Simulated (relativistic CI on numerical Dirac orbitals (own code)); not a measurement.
Sensitivity of the levels of Sc XIV to α and to the nuclear radius

Method of calculation: Dirac-Coulomb-Breit CI, orbitals from a KLI potential per configuration, derivatives by finite differences, unscaled Slater integrals, QED left out (own radial code, finite nucleus).

Configurations in the expansion (outside the closed core 1s2): 2s²2p⁴, 2s2p⁵, 2p⁶, 2p⁵3s, 2s²2p³3s, 2p⁵3p, 2s²2p³3p, 2p⁵3d. Levels of other configurations are missing.

With x = (α/α₀)² − 1 an excitation energy changes as ω = ω₀ + qx; K = 2q/ω₀ is the relative enhancement. Terms are leading LS components, so labels can repeat. The field-shift factor is F = δν/δ⟨r²⟩ for the transition from the lowest level.

Lowest level 2s²2p⁴ ³P2.

| Level | ω₀ (cm⁻¹) | q (cm⁻¹) | F (GHz/fm²) |
| --- | --- | --- | --- |
| 2s²2p⁴ ³P1 | 30959 | 34170 | -0.0104 |
| 2s²2p⁴ ³P0 | 34878 | 28400 | -0.0609 |
| 2s²2p⁴ ¹D2 | 99960 | 26490 | 0.0341 |
| 2s²2p⁴ ¹S0 | 192225 | 41870 | -1.08 |
| 2s2p⁵ ³P°2 | 673672 | 45600 | -32.5 |
| 2s2p⁵ ³P°1 | 698552 | 69260 | -32.5 |
| 2s2p⁵ ³P°0 | 713570 | 85980 | -32.5 |
| 2s2p⁵ ¹P°1 | 932059 | 63670 | -33.8 |
| 2p⁶ ¹S0 | 1589638 | 97710 | -64.4 |
| 2s²2p³3s ⁵S°2 | 3802407 | 7975 | 12.4 |
| 2s²2p³3s ³S°1 | 3844588 | 6315 | 12.3 |
| 2s²2p³3s ³D°1 | 3928764 | 244.9 | 12.3 |
| 2s²2p³3s ³D°2 | 3929625 | -45.59 | 12.3 |

At this charge energies of transitions that change n are usually good to better than 1 %, and those within a shell (Δn = 0) to a few per cent.

Q: Which transition from the lowest level has the largest |K|?

A: 2s²2p⁴ ³P1 at 30959 cm⁻¹, K = 2.21.
